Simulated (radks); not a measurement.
Species: P11+. Configuration: [He] 2s2 (the NIST ground configuration). Method: scalar-relativistic Kohn-Sham, PBE, spin-unpolarised, spherical densities, point nucleus; computed with a radial shooting solver on a logarithmic mesh with Libxc functionals.

Radial electron density D(r) = 4 pi r^2 rho(r):

| r (bohr) | D(r) (e/bohr) |
|---|---|
| 0.008781 | 1.726 |
| 0.009666 | 2.034 |
| 0.01073 | 2.423 |
| 0.01181 | 2.838 |
| 0.013 | 3.314 |
| 0.01431 | 3.856 |
| 0.01575 | 4.469 |
| 0.01733 | 5.156 |
| 0.01908 | 5.920 |
| 0.021 | 6.762 |
| 0.0233 | 7.758 |
| 0.02565 | 8.748 |
| 0.02824 | 9.793 |
| 0.03108 | 10.88 |
| 0.03421 | 11.98 |
| 0.03766 | 13.06 |
| 0.04146 | 14.10 |
| 0.04563 | 15.04 |
| 0.05063 | 15.90 |
| 0.05574 | 16.49 |
| 0.06135 | 16.83 |
| 0.06753 | 16.89 |
| 0.07434 | 16.62 |
| 0.08183 | 16.01 |
| 0.09007 | 15.08 |
| 0.09915 | 13.84 |
| 0.11 | 12.23 |
| 0.1211 | 10.59 |
| 0.1333 | 8.918 |
| 0.1467 | 7.328 |
| 0.1615 | 5.937 |
| 0.1778 | 4.843 |
| 0.1957 | 4.109 |
| 0.2154 | 3.754 |
| 0.239 | 3.757 |
| 0.2631 | 4.032 |
| 0.2896 | 4.442 |
| 0.3188 | 4.847 |
| 0.3509 | 5.117 |
| 0.3863 | 5.153 |
| 0.4252 | 4.909 |
| 0.4681 | 4.401 |
| 0.5194 | 3.633 |
| 0.5717 | 2.830 |
| 0.6293 | 2.046 |
| 0.6927 | 1.366 |
| 0.7625 | 0.8370 |
| 0.8394 | 0.4670 |
| 0.9239 | 0.2351 |
| 1.017 | 0.1058 |
| 1.128 | 0.03879 |
| 1.242 | 0.01335 |
| 1.367 | 0.003960 |
| 1.505 | 0.0009998 |

D(r) has 2 maxima, at r = 0.0654, 0.374 bohr, and minima at 0.226 bohr, inside which lie 2.07 electrons.
